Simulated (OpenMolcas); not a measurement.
**What dynamic correlation does to the levels of neutral germanium**

| Item | Value |
| --- | --- |
| Program | OpenMolcas 26.06 |
| Basis | ANO-R3 [7s6p5d4f2g] |
| Scalar Hamiltonian | X2C, finite nucleus |
| Active space | 4 electrons in 4 orbitals (4s 4p) |
| State averaging | 2S+1 = 3 even, 3 roots; 2S+1 = 1 even, 6 roots; 2S+1 = 5 odd, 1 root; 2S+1 = 3 odd, 5 roots |
| Spin-orbit coupling | state interaction with AMFI integrals over the reference wave functions, term energies averaged over their components |

Methods on the same reference wave functions:
A. CASSCF
B. SS-CASPT2, IPEA 0.25 Eh, imaginary shift 0.1 Eh (closed shells correlated: 3d)

Energies in cm-1 above 4s2 4p2 3P0, the measured ground level; measured values from NIST Handbook of Basic Atomic Spectroscopic Data.

```json
{"Level": "4s2 4p2 3P0", "A": "0.0", "B": "0.0", "Measured": "0.0"}
{"Level": "4s2 4p2 3P1", "A": "485", "B": "490", "Measured": "557"}
{"Level": "4s2 4p2 3P2", "A": "1258", "B": "1244", "Measured": "1410"}
{"Level": "4s2 4p2 1D2", "A": "9469", "B": "6850", "Measured": "7125"}
{"Level": "4s2 4p2 1S0", "A": "16910", "B": "15930", "Measured": "16367"}
{"Level": "4s 4p3 5S* 2", "A": "30602", "B": "39890", "Measured": "41927"}
```

Deviations, from unrounded energies. A percentage is the sum of absolute deviations over the sum of measured energies, with the sign that they share, or ± where signs differ.

```csv
Against measurement,Levels,A,B
mean absolute deviation (cm-1),5,2900,600
fine structure of the ground term (%),2,-11.4,-11.9
other terms of the ground configuration (%),2,+12.3,-3.0
other configurations (%),1,-27.0,-4.9
```

B lies closest to measurement on these levels. The largest miss of B in the table is 4s 4p3 5S* 2, by -2000 cm-1. The ranking rests on the paired levels alone, and a cruder setting can come out closer through cancelling errors.

From A to B the spin-free energies of the other terms of 4s2 4p2 shown, above 3P, scale by factors of 0.69 to 0.94.

The lowest spin-free term lies below A's lowest term by 0.551 hartree in B.

CASPT2 breaks the degeneracy within a term, and the mean is taken; among the terms shown or strongly mixed into the levels shown the widest spread is 17 cm-1 (4s2 4p2 1D, B). Over all roots computed the reference weight is 0.86 to 0.95 in B; the roots of lowest weight are the least certain, and an intruder state may touch them. Terms of s pⁿ other than that of highest spin mix with s² pⁿ⁻² d, which this space lacks; all of them can be thousands of cm-1 off, and some have no real level of that name. Without dynamic correlation excited terms often stand tens of per cent too high (terms of higher spin than the ground term too low), and those without a measured partner can miss by more than the paired ones (holds for A). Computed and measured levels are paired by configuration, term and J; levels that our copy of the source lacks, or whose pairing is in doubt (as where it misses far off the trend of its configuration), stay unpaired and out of the deviations. Levels of configurations outside the active space are missing. Levels that lie high or do not pair safely by name in every column are left out.

* marks odd parity.
